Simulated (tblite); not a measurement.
Species: C5H10FSSi (doublet state).
Z-matrix (Å and degrees, GFN2-xTB geometry), rows numbered from 1:
```
F 
C   1  1.3865
Si  2  1.9256  1  107.25
C   3  1.8987  2  101.65  1   -73.12
C   4  1.5310  3  111.38  2   -45.17
C   5  1.5282  4  112.82  3    57.38
C   2  1.5231  1  109.95  3  -119.55
S   7  1.8135  2  110.34  1   -66.32
H   2  1.0951  1  105.49  3   121.67
H   3  1.4667  2  107.26  1   168.72
H   3  1.4596  2  108.17  1    46.61
H   4  1.0923  3  109.45  2    74.98
H   4  1.0905  3  111.39  2  -167.46
H   5  1.0932  4  109.24  3   177.79
H   5  1.0933  4  109.75  3   -64.69
H   6  1.0924  5  110.01  4    53.18
H   6  1.0925  5  109.08  4   171.21
H   7  1.0951  2  107.61  1   179.10
```

Computed geometry: GFN2-xTB, gas phase. This method treats the open shell by occupation alone, without spin polarisation.

Take the most abundant isotopes and a rigid rotor. The values belong to one conformer with, in the numbering `[F:1][C@@H:2]1[SiH2:3][CH2:4][CH2:5][CH2:6][C@@H:7]1[S:8]`, F1–C2–Si3–C4 -73°, C2–Si3–C4–C5 -45°, Si3–C4–C5–C6 57°, C4–C5–C6–C7 -68°.

Task: Give the principal moments of inertia and the rotational constants in cm⁻¹.

Result: Ia = 226.08, Ib = 472.15, Ic = 589.79 u·Å²; 505379 MHz·u·Å²/I gives 2235, 1070 and 856.9 MHz, that is A = 0.07456, B = 0.03570, C = 0.02858 cm⁻¹.

Task: What kind of rotor is it?

Result: An asymmetric top. Ray's parameter κ = (2B − A − C)/(A − C) = -0.690; −1 is the prolate and +1 the oblate limit.

Task: What does the inertial defect say?

Result: Not planar: Δ = Ic − Ia − Ib = -108.44 u·Å². For a rigid frame Δ = −2 Σ m c², so Σ m c² = 54.22 u·Å² lies off the ab plane: 12.70 from hydrogen and 41.52 from heavier atoms. The atom farthest from that plane is 2.00 Å away.

Task: Give the other two planar moments, Paa and Pbb, and the rms extents of the mass along the axes.

Result: Paa = Σ m a² = (Ib + Ic − Ia)/2 = 417.93 and Pbb = Σ m b² = (Ia + Ic − Ib)/2 = 171.86 u·Å². With the mass M = 149.03 u, the rms extents √(P/M) along a, b and c are 1.67, 1.07, 0.60 Å.

Task: Give the coordinates in the principal-axis frame, origin at the centre of mass.

Result: The sense of each axis is arbitrary; atoms in the order of the calculation.
| atom | mass (u) | a (Å) | b (Å) | c (Å) |
| --- | --- | --- | --- | --- |
| F1 | 18.998 | 0.208 | -1.384 | -1.139 |
| C2 | 12.000 | 0.077 | -1.023 | 0.193 |
| Si3 | 27.977 | -1.805 | -0.823 | 0.549 |
| C4 | 12.000 | -2.194 | 0.804 | -0.349 |
| C5 | 12.000 | -1.134 | 1.869 | -0.058 |
| C6 | 12.000 | 0.276 | 1.423 | -0.441 |
| C7 | 12.000 | 0.797 | 0.295 | 0.447 |
| S8 | 31.972 | 2.586 | 0.087 | 0.234 |
| H9 | 1.008 | 0.552 | -1.829 | 0.762 |
| H10 | 1.008 | -1.963 | -0.712 | 2.002 |
| H11 | 1.008 | -2.499 | -1.978 | -0.013 |
| H12 | 1.008 | -2.224 | 0.626 | -1.427 |
| H13 | 1.008 | -3.176 | 1.187 | -0.070 |
| H14 | 1.008 | -1.370 | 2.776 | -0.622 |
| H15 | 1.008 | -1.154 | 2.130 | 1.003 |
| H16 | 1.008 | 0.292 | 1.084 | -1.480 |
| H17 | 1.008 | 0.956 | 2.274 | -0.357 |
| H18 | 1.008 | 0.657 | 0.551 | 1.502 |

Task: Where do the levels up to J = 3 lie, in MHz?

Result: Above 0(0,0):
J = 1: 1(0,1) 1927, 1(1,1) 3092, 1(1,0) 3306
J = 2: 2(0,2) 5755, 2(1,2) 6733, 2(1,1) 7374, 2(2,1) 10869, 2(2,0) 10896
J = 3: 3(0,3) 11432, 3(1,3) 12179, 3(1,2) 13458, 3(2,2) 16651, 3(2,1) 16782, 3(3,1) 23025, 3(3,0) 23027

Task: Estimate the classical rotational partition function at 200 K, 298.15 K and 500 K.

Result: Point group C1, symmetry number σ = 1; q = (√π/σ)·√((kT/h)³/(ABC)), k/h = 20836.6 MHz/K: 333000 at 200 K, 606000 at 298.15 K, 1320000 at 500 K.

For this open shell read J as N, the rotation without spin; fine and hyperfine splittings come on top. Its GFN2-xTB frequencies are all real (lowest 86 cm⁻¹). Constants of a rigid frame at the computed geometry: no zero-point averaging, no centrifugal distortion.
